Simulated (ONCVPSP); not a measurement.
## Hardness and transferability of assorted potentials

Generated with ld1.x 7.5 (TM, RRKJ, ultrasoft, PAW), atompaw 4.2 or ONCVPSP 4.0.1. The cutoff is in Ry: for ld1.x and atompaw files where the sum of valence levels is converged to 10 mRy in a Bessel basis, for ONCV files where the hardest occupied wave has 1 mHa per electron of residual kinetic energy. The error is the largest all-electron minus pseudo excitation energy over each file’s own four to seven test configurations (ionisations up to +4, promotions, holes and added fractions of an electron), all of which were solved. The labels leave out finer settings (local radius, basis sizes, second energies), which also bear on the numbers. Spin-polarised tests are not counted. The rows are a selection from randomly drawn settings: files with unsolved tests, undetermined cutoffs or missed reference levels are left out.

A true bound ghost makes a file unfit for plane-wave use even where its test errors are small: the radial tests pick states by their node count and pass the ghost by.

```tsv
element	potential	cutoff (Ry)	largest error (meV)	bound ghosts
O	ONCV, PBE, scalar-relativistic, rc 0.90/1.20 (sp), local smoothed, core correction no, reference 2s2 2p4, qcut 9.4/11.7, projectors 2/2	88	+286	none
F	ONCV, PBE, non-relativistic, rc 0.80/0.80 (sp), local p, core correction no, reference 2s2 2p3.5, qcut 10.4/13.9, projectors 2/0	156	+2.2	none
Cl	ONCV, LDA (Perdew-Wang 92), scalar-relativistic, rc 0.80/0.65 (sp), local smoothed, core correction yes, reference 2s2 2p6 3s2 3p5, qcut 18.4/25.2, projectors 2/2	444	+10	none
Ge	ONCV, LDA (Perdew-Wang 92), scalar-relativistic, rc 1.60/1.60/0.65 (spd), local d, core correction no, reference 3d10 4s2 4p2, qcut 3.7/5.1/16.7, projectors 2/2/0	746	-446	s, p
Nb	ONCV, revPBE, scalar-relativistic, rc 3.90/3.90/2.30 (spd), local smoothed, core correction yes, reference 4d4 5p1, qcut 2/1.9/6.4, projectors 2/2/2	28	+18	none
Sm	ONCV, PBE, scalar-relativistic, rc 2.40/1.65/3.50 (spd), local smoothed, core correction no, reference 5s2 5p6 5d1 6s1, qcut 4.6/5.9/4.4, projectors 3/3/3	30	+5.1	none
Yb	ONCV, PBE, scalar-relativistic, rc 2.25/2.30/3.45 (spd), local smoothed, core correction no, reference 5s2 5p6 5d1 6s1 6p1, qcut 6.2/7/4.1, projectors 2/3/3	26	-305	none
```

**Question.** Fill in the row for B: ONCV, PBEsol, scalar-relativistic, rc 1.20/3.75/2.85 (spd), local s, core correction yes, reference 2s1.5 2p1.5, qcut 5.9/3.3/3.6, projectors 0/1/2.

**Answer.** cutoff 25 Ry, largest error +958 meV, bound ghosts: none.
